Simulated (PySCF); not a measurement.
## Electronic structure of Ta (tantalum, neutral) at the UHF level

Configuration: [Xe] 4f14 5d2 6s2 7s1, high-spin 4F determinant (an excited configuration). All numbers are calculated (PySCF 2.14, scalar relativity through the core potential, in aug-cc-pwCVTZ-PP with ECP60MDF).

- Total energy: -56.564337 hartree
- One-electron energy: -92.4535 hartree
- Hartree (Coulomb) energy: 41.7433 hartree
- Exchange energy: -5.8541 hartree
- ⟨S²⟩: 3.7582
- ⟨L²⟩: 12.053
- Sum of ⟨r⟩: 29.34 bohr
- Sum of ⟨r²⟩: 132.3 bohr²

```
shell  electrons  mean orbital energy (hartree)  rms radius, mean of both spins (bohr)
 5s α          1                       -3.44637                                   1.19
 5s β          1                       -3.37063                                   1.19
 5p α          3                       -2.04001                                   1.39
 5p β          3                       -1.92354                                   1.39
 5d α          2                       -0.54081                                   2.12
 6s α          1                       -0.42525                                   3.34
 6s β          1                       -0.37641                                   3.34
 7s α          1                       -0.08423                                   9.30
```

Energies and moments cover only the electrons outside the core potential. Spin-orbit coupling, absent here, splits the open shell strongly. The outer electron is Rydberg-like, and this basis confines it to a smaller radius and binds it less than a complete one would.
